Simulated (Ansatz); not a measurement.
Gas-phase electronic energies from Ansatz, PBE0-D4/def2-TZVP geometries. CCSD(T)/CBS adds triple-zeta CCSD(T) − MP2 to the extrapolated MP2 energy (def2 sets, frozen cores). DFT in def2-TZVPP. B3LYP here is the variant with VWN-RPA as its local correlation; programs differ in this. Each species was taken in one conformer, which may not be the lowest.

Consider the formal exchange of groups at the Si–O bond: `O[Si]1(F)O[SiH2]1` + `C=CCCF` → `F[Si]1(F)O[SiH2]1` + `C=CCCO`.

Task: Is it downhill or uphill in electronic energy at CCSD(T)/CBS, and by how much? (Best estimate.)

Result: The calculation gave: Downhill: ΔE = -29.8 kJ/mol.

Task: What do these levels give: PBE-D4, r2SCAN-D4, PBE0-D4, ωB97M-V, B2PLYP, PBE0, B3LYP, HF/def2-TZVPP, MP2/def2-TZVPP, SCS-MP2/def2-TZVPP, SCS-MP2/def2-QZVPP, CCSD/CBS(def2)? (Best estimate.)

Result: Computed: PBE-D4 -26.2, r2SCAN-D4 -26.4, PBE0-D4 -26.8, ωB97M-V -26.6, B2PLYP -24.7, PBE0 -25.3, B3LYP -21.4, HF/def2-TZVPP -18.4, MP2/def2-TZVPP -31.4, SCS-MP2/def2-TZVPP -28.6, SCS-MP2/def2-QZVPP -29.4, CCSD/CBS(def2) -28.7 kJ/mol.

Largest T1 diagnostic among the species: 0.014.

In def2-TZVPP, CCSD(T) changes the Hartree–Fock value by −10.8 kJ/mol (the triples alone add −1.1 kJ/mol) and MP2 by −13.0 kJ/mol.
